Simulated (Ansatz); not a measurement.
Geometry optimisation, RKS r2SCAN-D4/def2-SVP (Ansatz).

The input (input.yaml):

```yaml
crystal:
  periodic: [false, false, false]
  atoms:
    - { symbol: B, position_ang: [0.0, 0.0, 0.0] }
    - { symbol: F, position_ang: [0.0, 0.0, 1.32] }
    - { symbol: O, position_ang: [1.2211, 0.0, -0.705] }
    - { symbol: H, position_ang: [1.5209, -0.9519, -0.8599] }
    - { symbol: "N", position_ang: [-1.3423, 0.0, -0.775] }
    - { symbol: H, position_ang: [-2.0112, -0.8164, -0.6764] }
    - { symbol: H, position_ang: [-1.5914, 0.8164, -1.4036] }
basis:
  gaussian: { orbitals: def2-SVP }
hamiltonian:
  xc: r2scan
  dispersion: d4
relax:
  f_tol: 0.02
  max_steps: 40
```

Run as:

```bash
$ ansatz run input.yaml --threads 1 --pin off --max-ram 2048MiB --backend cpu --events-out ev --progress --plain --runs-dir out
```

Question: Where does it end, and by what steps?

Answer: The forces met the threshold. After 14 steps the energy has fallen by 1.442 eV; H7 moved furthest, 0.96 Å.

```json
{"step": "0", "energy less start (eV)": "0.0000", "largest force component (eV/Å)": "3.009", "accepted": "yes"}
{"step": "1", "energy less start (eV)": "-0.5641", "largest force component (eV/Å)": "1.753", "accepted": "yes"}
{"step": "2", "energy less start (eV)": "-0.9124", "largest force component (eV/Å)": "1.056", "accepted": "yes"}
{"step": "3", "energy less start (eV)": "-1.1214", "largest force component (eV/Å)": "0.665", "accepted": "yes"}
{"step": "4", "energy less start (eV)": "-1.2008", "largest force component (eV/Å)": "0.516", "accepted": "yes"}
{"step": "5", "energy less start (eV)": "-1.2128", "largest force component (eV/Å)": "0.138", "accepted": "yes"}
{"step": "6", "energy less start (eV)": "-1.2190", "largest force component (eV/Å)": "0.277", "accepted": "yes"}
{"step": "7", "energy less start (eV)": "-1.2428", "largest force component (eV/Å)": "0.251", "accepted": "yes"}
{"step": "8", "energy less start (eV)": "-1.2156", "largest force component (eV/Å)": "2.261", "accepted": "no"}
{"step": "9", "energy less start (eV)": "-1.2948", "largest force component (eV/Å)": "0.469", "accepted": "yes"}
{"step": "10", "energy less start (eV)": "-1.3440", "largest force component (eV/Å)": "0.738", "accepted": "yes"}
{"step": "11", "energy less start (eV)": "-1.4182", "largest force component (eV/Å)": "0.398", "accepted": "yes"}
{"step": "12", "energy less start (eV)": "-1.4417", "largest force component (eV/Å)": "0.074", "accepted": "yes"}
{"step": "13", "energy less start (eV)": "-1.4420", "largest force component (eV/Å)": "0.038", "accepted": "yes"}
{"step": "14", "energy less start (eV)": "-1.4421", "largest force component (eV/Å)": "0.006", "accepted": "yes"}
```

```xyz
7
Properties=species:S:1:pos:R:3
B -0.042 -0.189 0.064
F -0.198 -0.276 1.393
O 1.242 -0.231 -0.396
H 1.310 -0.166 -1.354
N -1.196 -0.063 -0.738
H -2.118 -0.038 -0.322
H -1.200 0.011 -1.745
```

Whether the end is a true minimum wasn't checked by a vibrational analysis.

The run took 39 s on 1 thread of AMD EPYC 7R43 64-Core Processor (Zen 3), with other jobs on the host, peak memory 0.16 GiB.
